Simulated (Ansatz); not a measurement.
Relaxation of the cluster Be₇⁺ with UKS r2SCAN/def2-TZVP.

```sh
$ ansatz run in.yaml --threads 4 --pin off --events-out ev --progress --plain --max-ram 3916MiB
```

```yaml
crystal:
  periodic: [false, false, false]
  atoms:
    - {symbol: Be, position_ang: [-0.380010, -1.266780, -0.897080]}
    - {symbol: Be, position_ang: [-0.088080, -0.838140, 1.332870]}
    - {symbol: Be, position_ang: [-1.325230, 0.170360, -1.863860]}
    - {symbol: Be, position_ang: [-1.121390, 1.845500, -0.731420]}
    - {symbol: Be, position_ang: [1.605100, 0.215310, 1.183420]}
    - {symbol: Be, position_ang: [1.365630, -1.482670, 0.120070]}
    - {symbol: Be, position_ang: [-0.056020, 1.356440, 0.856000]}
basis:
  gaussian: {orbitals: def2-TZVP}
total_charge: 1
magnetization: {spin_polarized: true, initial_magnetization: 1}
hamiltonian: {xc: r2scan}
scf: {lower_state_search: "off"}
output: {orbitals: {seedname: orbitals}}
relax: {f_tol: 0.02, max_steps: 100}
```

Hardware: 4 threads of Arm Neoverse V2 on a shared host. Wall time 2 min.

Positions (Å) and forces (eV/Å) at steps 1, 2, 3, 4, 5, 6, 7, 8, 9, 10, 11, 12, 13, 14, 15, 16, 17, 18, 19, 21, 22, 23, 24, 25, 26, 27, 28, 29, 30, 31, 32, 34 of 34:

```xyz
7
step=1 energy=-2793.4393 eV
Be   -0.380   -1.267   -0.897   -0.240   -0.174    0.335
Be   -0.088   -0.838    1.333   -0.099    0.011   -0.078
Be   -1.325    0.170   -1.864   -0.479   -0.175   -0.917
Be   -1.121    1.845   -0.731   -0.334    0.956   -0.131
Be    1.605    0.215    1.183    0.649   -0.126    0.275
Be    1.366   -1.483    0.120    0.697   -0.365    0.178
Be   -0.056    1.356    0.856   -0.195   -0.128    0.338
7
step=2 energy=-2793.7787 eV
Be   -0.401   -1.160   -0.812    0.011    0.272    0.253
Be   -0.020   -0.887    1.377    0.044   -0.014   -0.017
Be   -1.417    0.202   -1.991   -0.100   -0.045   -0.182
Be   -1.203    1.964   -0.802   -0.073    0.200   -0.029
Be    1.686    0.169    1.253    0.086    0.032    0.102
Be    1.455   -1.548    0.179    0.085   -0.136    0.009
Be   -0.100    1.261    0.796   -0.052   -0.310   -0.136
7
step=3 energy=-2793.9370 eV
Be   -0.388   -0.988   -0.719    0.086    0.283    0.196
Be    0.033   -0.945    1.448    0.075    0.040   -0.062
Be   -1.470    0.230   -2.056    0.018    0.028    0.055
Be   -1.252    2.023   -0.852    0.009   -0.071   -0.007
Be    1.718    0.146    1.290   -0.099    0.014   -0.005
Be    1.489   -1.585    0.210   -0.089   -0.004   -0.005
Be   -0.130    1.120    0.679    0.000   -0.290   -0.173
7
step=4 energy=-2793.9839 eV
Be   -0.354   -0.815   -0.637    0.119   -0.126    0.048
Be    0.063   -0.978    1.497   -0.026    0.033   -0.067
Be   -1.491    0.248   -2.078    0.002    0.160    0.045
Be   -1.274    2.026   -0.876    0.020   -0.233   -0.034
Be    1.719    0.137    1.289   -0.082   -0.049   -0.113
Be    1.488   -1.609    0.225   -0.068    0.069    0.013
Be   -0.151    0.991    0.580    0.035    0.146    0.107
7
step=5 energy=-2794.0611 eV
Be   -0.296   -0.702   -0.621    0.076    0.227    0.082
Be    0.051   -0.947    1.503    0.038    0.090    0.026
Be   -1.453    0.241   -2.153   -0.060    0.070   -0.105
Be   -1.318    1.913   -0.849    0.118   -0.328    0.047
Be    1.730    0.113    1.188   -0.178   -0.115   -0.147
Be    1.441   -1.682    0.242    0.011    0.011    0.018
Be   -0.156    1.065    0.690   -0.005    0.046    0.079
7
step=6 energy=-2794.2307 eV
Be   -0.249   -0.514   -0.593    0.041    0.356    0.090
Be    0.049   -0.932    1.520    0.050    0.142    0.006
Be   -1.475    0.208   -2.255    0.037    0.052    0.010
Be   -1.281    1.755   -0.834    0.086   -0.391   -0.045
Be    1.719    0.089    1.110   -0.232   -0.050   -0.145
Be    1.399   -1.719    0.234   -0.071    0.011   -0.039
Be   -0.162    1.114    0.817    0.089   -0.120    0.123
7
step=7 energy=-2794.3457 eV
Be   -0.198   -0.326   -0.548    0.209   -0.029    0.151
Be    0.049   -0.901    1.543    0.139    0.180   -0.011
Be   -1.429    0.169   -2.334    0.149    0.055    0.201
Be   -1.264    1.589   -0.805   -0.131    0.055   -0.103
Be    1.695    0.077    0.989   -0.347   -0.046   -0.101
Be    1.317   -1.758    0.207   -0.100    0.028   -0.064
Be   -0.169    1.151    0.948    0.081   -0.243   -0.074
7
step=8 energy=-2794.4162 eV
Be   -0.160   -0.277   -0.488    0.231   -0.226   -0.074
Be    0.094   -0.856    1.607    0.136    0.180   -0.081
Be   -1.244    0.190   -2.344    0.051   -0.121    0.059
Be   -1.372    1.546   -0.756   -0.005    0.170    0.091
Be    1.652    0.078    0.800   -0.355   -0.025    0.032
Be    1.228   -1.830    0.207   -0.052   -0.031   -0.123
Be   -0.198    1.148    0.974   -0.006    0.052    0.096
7
step=9 energy=-2794.3984 eV rejected
Be   -0.049   -0.224   -0.474   -0.626   -0.321   -0.419
Be    0.107   -0.848    1.616    0.094    0.086   -0.091
Be   -1.185    0.070   -2.255    0.035   -0.072   -0.131
Be   -1.308    1.626   -0.761    0.115   -0.142    0.206
Be    1.550    0.109    0.676    0.433    0.159    0.606
Be    1.178   -1.871    0.142   -0.140    0.138   -0.160
Be   -0.293    1.137    1.056    0.090    0.152   -0.011
7
step=10 energy=-2794.4712 eV
Be   -0.125   -0.289   -0.495    0.020   -0.017   -0.042
Be    0.102   -0.837    1.605   -0.069    0.029    0.039
Be   -1.208    0.131   -2.307    0.045   -0.169   -0.069
Be   -1.349    1.574   -0.737    0.051    0.039    0.118
Be    1.603    0.094    0.780   -0.020    0.114    0.006
Be    1.193   -1.833    0.154   -0.067   -0.023   -0.144
Be   -0.217    1.160    1.001    0.040    0.027    0.092
7
step=11 energy=-2794.4950 eV
Be   -0.107   -0.277   -0.494   -0.219    0.196   -0.011
Be    0.095   -0.821    1.608   -0.021   -0.088    0.011
Be   -1.163    0.044   -2.298    0.040   -0.043    0.044
Be   -1.318    1.582   -0.706    0.079   -0.138   -0.014
Be    1.571    0.121    0.760    0.200   -0.015    0.053
Be    1.141   -1.825    0.081   -0.029    0.046   -0.037
Be   -0.219    1.176    1.049   -0.051    0.041   -0.045
7
step=12 energy=-2794.5136 eV
Be   -0.116   -0.239   -0.481   -0.173    0.161    0.041
Be    0.092   -0.831    1.602    0.001   -0.084   -0.002
Be   -1.155   -0.023   -2.272    0.051   -0.033   -0.003
Be   -1.274    1.579   -0.719    0.002   -0.084   -0.008
Be    1.569    0.125    0.776    0.156    0.003    0.057
Be    1.112   -1.797    0.017   -0.056    0.050   -0.009
Be   -0.228    1.185    1.077    0.018   -0.013   -0.075
7
step=13 energy=-2794.5469 eV
Be   -0.151   -0.128   -0.431    0.025   -0.113    0.033
Be    0.104   -0.845    1.596   -0.015   -0.027   -0.060
Be   -1.063   -0.168   -2.241    0.123   -0.020    0.150
Be   -1.263    1.544   -0.721   -0.192    0.167   -0.108
Be    1.585    0.116    0.809    0.049   -0.093   -0.049
Be    0.998   -1.738   -0.130   -0.030    0.116    0.029
Be   -0.210    1.218    1.117    0.039   -0.030    0.006
7
step=14 energy=-2794.5752 eV
Be   -0.180   -0.050   -0.381    0.134   -0.133    0.088
Be    0.101   -0.853    1.581    0.005    0.013   -0.080
Be   -0.942   -0.289   -2.184    0.069    0.005    0.134
Be   -1.307    1.543   -0.724   -0.130    0.102   -0.138
Be    1.602    0.083    0.814   -0.071   -0.080   -0.090
Be    0.908   -1.688   -0.246   -0.060    0.170    0.041
Be   -0.183    1.254    1.140    0.052   -0.077    0.045
7
step=15 energy=-2794.6135 eV
Be   -0.198    0.027   -0.318   -0.015    0.032   -0.026
Be    0.099   -0.866    1.563    0.080    0.028   -0.046
Be   -0.816   -0.413   -2.101    0.053    0.004    0.118
Be   -1.342    1.545   -0.762   -0.022   -0.010   -0.090
Be    1.607    0.052    0.792   -0.109   -0.056   -0.006
Be    0.807   -1.613   -0.359    0.008   -0.054   -0.056
Be   -0.158    1.267    1.186    0.005    0.056    0.105
7
step=16 energy=-2794.6125 eV rejected
Be   -0.219    0.113   -0.253   -0.008   -0.024    0.022
Be    0.123   -0.880    1.543   -0.140   -0.074    0.046
Be   -0.689   -0.527   -1.998   -0.148    0.115   -0.146
Be   -1.360    1.536   -0.826   -0.031   -0.004   -0.094
Be    1.591    0.027    0.767    0.131    0.086   -0.080
Be    0.703   -1.571   -0.494    0.107    0.038    0.237
Be   -0.148    1.303    1.261    0.089   -0.136    0.015
7
step=17 energy=-2794.6224 eV
Be   -0.208    0.065   -0.302    0.006    0.259    0.381
Be    0.125   -0.876    1.554   -0.119   -0.035    0.015
Be   -0.757   -0.458   -2.036   -0.051   -0.096   -0.227
Be   -1.349    1.539   -0.817    0.025   -0.024    0.027
Be    1.597    0.041    0.779    0.061    0.063   -0.072
Be    0.747   -1.583   -0.416    0.070   -0.117   -0.043
Be   -0.154    1.272    1.238    0.008   -0.050   -0.082
7
step=18 energy=-2794.6291 eV
Be   -0.219    0.095   -0.275   -0.030   -0.006   -0.052
Be    0.107   -0.879    1.538    0.035   -0.002    0.059
Be   -0.723   -0.506   -2.035   -0.033    0.064    0.017
Be   -1.360    1.551   -0.805   -0.007   -0.028   -0.073
Be    1.597    0.036    0.762    0.004   -0.001    0.046
Be    0.740   -1.579   -0.434    0.007   -0.004   -0.013
Be   -0.142    1.282    1.249    0.024   -0.023    0.016
7
step=19 energy=-2794.6323 eV
Be   -0.224    0.091   -0.271    0.013   -0.027    0.060
Be    0.119   -0.884    1.552   -0.016   -0.004   -0.003
Be   -0.739   -0.485   -2.034    0.003    0.002   -0.019
Be   -1.357    1.541   -0.837   -0.007    0.009   -0.006
Be    1.598    0.038    0.769    0.011    0.013   -0.014
Be    0.741   -1.575   -0.434    0.000   -0.014   -0.016
Be   -0.139    1.273    1.255   -0.004    0.021   -0.001
7
step=21 energy=-2794.6582 eV
Be   -0.417   -0.028   -0.161   -0.306   -0.008   -0.050
Be    0.231   -0.912    1.623    0.095    0.084   -0.137
Be   -0.701   -0.453   -2.035    0.152    0.103   -0.043
Be   -1.198    1.608   -0.919    0.068   -0.277    0.152
Be    1.552    0.111    0.655   -0.197   -0.008    0.081
Be    0.735   -1.563   -0.446   -0.015   -0.036    0.007
Be   -0.202    1.236    1.283    0.203    0.143   -0.008
7
step=22 energy=-2794.7358 eV
Be   -0.573   -0.116   -0.084   -0.370    0.080   -0.211
Be    0.302   -0.913    1.668    0.119    0.193   -0.230
Be   -0.590   -0.383   -2.048    0.115    0.084    0.216
Be   -1.151    1.593   -0.936    0.181   -0.321    0.216
Be    1.504    0.144    0.572   -0.243   -0.139    0.066
Be    0.691   -1.570   -0.446    0.087    0.047    0.006
Be   -0.184    1.245    1.275    0.111    0.057   -0.064
7
step=23 energy=-2794.8270 eV
Be   -0.733   -0.205   -0.028   -0.315    0.195   -0.339
Be    0.352   -0.894    1.674    0.147    0.168   -0.172
Be   -0.503   -0.346   -2.012    0.047    0.075    0.273
Be   -1.045    1.569   -0.912    0.137   -0.290    0.213
Be    1.440    0.171    0.492   -0.134   -0.086    0.085
Be    0.675   -1.546   -0.465    0.066    0.004    0.050
Be   -0.186    1.252    1.252    0.052   -0.066   -0.110
7
step=24 energy=-2794.9045 eV
Be   -0.907   -0.290   -0.013   -0.161    0.211   -0.351
Be    0.417   -0.847    1.659    0.043    0.043   -0.090
Be   -0.395   -0.289   -1.957   -0.041    0.004    0.273
Be   -0.939    1.541   -0.846    0.052   -0.205    0.043
Be    1.385    0.205    0.395    0.019   -0.016   -0.039
Be    0.644   -1.547   -0.444    0.072    0.011    0.069
Be   -0.205    1.228    1.205    0.016   -0.048    0.094
7
step=25 energy=-2794.9381 eV
Be   -1.036   -0.316   -0.023    0.012    0.158   -0.274
Be    0.470   -0.822    1.611    0.059    0.014    0.132
Be   -0.351   -0.299   -1.903   -0.012   -0.034    0.063
Be   -0.789    1.516   -0.819   -0.019   -0.186    0.111
Be    1.325    0.276    0.289   -0.101    0.126    0.078
Be    0.631   -1.541   -0.412   -0.071   -0.033   -0.078
Be   -0.249    1.186    1.256    0.132   -0.044   -0.031
7
step=26 energy=-2795.0891 eV
Be   -1.095   -0.315   -0.070   -0.068   -0.219    0.183
Be    0.523   -0.804    1.628   -0.082   -0.087   -0.123
Be   -0.337   -0.325   -1.906    0.068    0.075    0.009
Be   -0.692    1.480   -0.790    0.195    0.082    0.047
Be    1.263    0.340    0.250   -0.027    0.149   -0.246
Be    0.596   -1.527   -0.409   -0.014   -0.022    0.161
Be   -0.257    1.151    1.298   -0.072    0.022   -0.031
7
step=27 energy=-2795.1129 eV
Be   -1.207   -0.357   -0.098    0.177   -0.167    0.018
Be    0.577   -0.782    1.605   -0.023   -0.033   -0.123
Be   -0.285   -0.337   -1.877    0.016    0.167    0.089
Be   -0.512    1.435   -0.726   -0.280    0.178   -0.156
Be    1.156    0.456    0.129    0.275   -0.166    0.075
Be    0.554   -1.526   -0.377   -0.091   -0.137    0.081
Be   -0.282    1.111    1.345   -0.074    0.158    0.017
7
step=28 energy=-2795.1490 eV
Be   -1.128   -0.364   -0.085   -0.109   -0.171    0.148
Be    0.549   -0.783    1.589   -0.076   -0.035    0.009
Be   -0.248   -0.294   -1.858    0.071    0.031    0.008
Be   -0.613    1.466   -0.733    0.074    0.091   -0.085
Be    1.165    0.410    0.132    0.028   -0.023   -0.174
Be    0.541   -1.592   -0.376    0.022    0.120    0.030
Be   -0.265    1.157    1.330   -0.010   -0.013    0.065
7
step=29 energy=-2795.1592 eV
Be   -1.146   -0.385   -0.078   -0.035   -0.064    0.072
Be    0.539   -0.781    1.590   -0.044   -0.013   -0.055
Be   -0.223   -0.278   -1.843    0.039   -0.010    0.028
Be   -0.616    1.464   -0.732    0.037    0.070   -0.010
Be    1.157    0.406    0.105    0.041   -0.011   -0.112
Be    0.540   -1.587   -0.373    0.013    0.030    0.036
Be   -0.252    1.161    1.331   -0.050   -0.002    0.041
7
step=30 energy=-2795.1466 eV rejected
Be   -1.112   -0.411   -0.040   -0.202   -0.015   -0.051
Be    0.492   -0.779    1.560    0.048    0.063    0.017
Be   -0.144   -0.251   -1.792   -0.097    0.004   -0.073
Be   -0.639    1.487   -0.712    0.030   -0.059   -0.040
Be    1.102    0.389    0.007    0.157    0.129    0.190
Be    0.540   -1.621   -0.364    0.014   -0.059   -0.030
Be   -0.239    1.186    1.340    0.050   -0.064   -0.014
7
step=31 energy=-2795.1642 eV
Be   -1.169   -0.401   -0.052    0.051    0.028   -0.017
Be    0.517   -0.775    1.565    0.005    0.012   -0.003
Be   -0.183   -0.262   -1.806   -0.006   -0.004    0.008
Be   -0.624    1.473   -0.721    0.004   -0.027   -0.020
Be    1.173    0.404    0.058   -0.064   -0.017    0.010
Be    0.542   -1.596   -0.364   -0.009    0.031    0.002
Be   -0.256    1.157    1.320    0.019   -0.023    0.020
7
step=32 energy=-2795.1632 eV rejected
Be   -1.158   -0.386   -0.057    0.001   -0.034   -0.023
Be    0.534   -0.776    1.576   -0.002   -0.026   -0.032
Be   -0.198   -0.273   -1.820    0.008   -0.005    0.020
Be   -0.602    1.470   -0.733   -0.049    0.038    0.047
Be    1.150    0.413    0.064    0.038   -0.038    0.022
Be    0.539   -1.590   -0.365    0.005   -0.010    0.008
Be   -0.264    1.143    1.335   -0.001    0.076   -0.042
7
step=34 energy=-2795.1653 eV
Be   -1.157   -0.395   -0.056    0.001    0.001   -0.002
Be    0.522   -0.777    1.570   -0.002    0.002   -0.001
Be   -0.188   -0.266   -1.813    0.001    0.001    0.003
Be   -0.621    1.473   -0.725    0.000   -0.005    0.001
Be    1.157    0.403    0.062   -0.001    0.001    0.000
Be    0.542   -1.595   -0.365   -0.002    0.003    0.000
Be   -0.255    1.157    1.328    0.003   -0.003   -0.001
```

The charge 1 doublet is spin-contaminated (final ⟨S²⟩ up to 2.35, 0.75 for a pure state). The relaxation made no stability test and no search for a lower SCF solution. The structure comes from a short search, and lower isomers may exist.
